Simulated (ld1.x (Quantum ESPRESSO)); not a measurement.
**Re (Z = 75), TM: configuration errors across variants**

* Element: Re
* Generator: ld1.x (Quantum ESPRESSO) 7.5
* Type: norm-conserving Troullier–Martins (Kleinman–Bylander form)
* Functional: PBEsol
* Relativity: scalar-relativistic
* Frozen core: [Kr] 4d10
* Valence charge: 29
* Reference configuration: 4f14 5s2 5p6 5d5 6s0 6p0 (charge +2)
* Partial waves: 5s (bound): rc 1.80 bohr; 5p (bound): rc 2.05 bohr; 4f (bound): rc 0.65 bohr; 5d (bound): rc 2.15 bohr
* Local potential: the d channel
* Core correction: Bessel-smoothed model core inside 0.60 bohr

All-electron excitation energies from the reference (eV): (1) 4f14 5s2 5p6 5d5 6s2 6p0 -25.636; (2) 4f14 5s2 5p6 5d5 6s1 6p0 -16.344; (3) 4f14 5s2 5p6 5d4 6s0 6p0 27.157; (4) 4f13 5s2 5p6 5d5 6s2 6p0 26.815; (5) 4f14 5s2 5p6 5d6 6s1 6p0 -24.686; (6) 4f14 5s2 5p6 5d4 6s2 6p0 -15.635; (7) 4f14 5s2 5p5 5d5 6s2 6p0 27.315.

Errors AE − PS in meV (a dash: test not solved or not reliable):

| change | (1) | (2) | (3) | (4) | (5) | (6) | (7) | bound ghosts |
| --- | --- | --- | --- | --- | --- | --- | --- | --- |
| base | -633 | -380 | -7.5 | -1390 | -280 | -857 | -1017 | not determined |
| wave 4f (bound): rc 0.65 bohr becomes 4f (bound): rc 0.40 bohr | -633 | -380 | -7.4 | -1258 | -280 | -857 | -1017 | not determined |
| wave 4f (bound): rc 0.65 bohr becomes 4f (bound): rc 0.58 bohr | -633 | -380 | -7.5 | -1404 | -280 | -857 | -1017 | not determined |
| wave 4f (bound): rc 0.65 bohr becomes 4f (bound): rc 0.68 bohr | -633 | -380 | -7.5 | -1375 | -280 | -857 | -1017 | not determined |
| wave 4f (bound): rc 0.65 bohr becomes 4f (bound): rc 0.72 bohr | -633 | -380 | -7.5 | -1343 | -280 | -857 | -1017 | not determined |
| wave 4f (bound): rc 0.65 bohr becomes 4f (bound): rc 0.82 bohr | -634 | -380 | -7.5 | -1257 | -280 | -857 | -1016 | not determined |
| wave 4f (bound): rc 0.65 bohr becomes 4f (bound): rc 0.88 bohr | -634 | -380 | -7.4 | -1183 | -280 | -858 | -1016 | none |
| wave 4f (bound): rc 0.65 bohr becomes 4f (bound): rc 0.96 bohr | -634 | -380 | -7.4 | -1088 | -280 | -858 | -1015 | none |

Question: Give the same row for: wave 4f (bound): rc 0.65 bohr becomes 4f (bound): rc 0.48 bohr.

Answer: -633, -380, -7.5, -1371, -280, -857, -1017; bound ghosts: not determined.
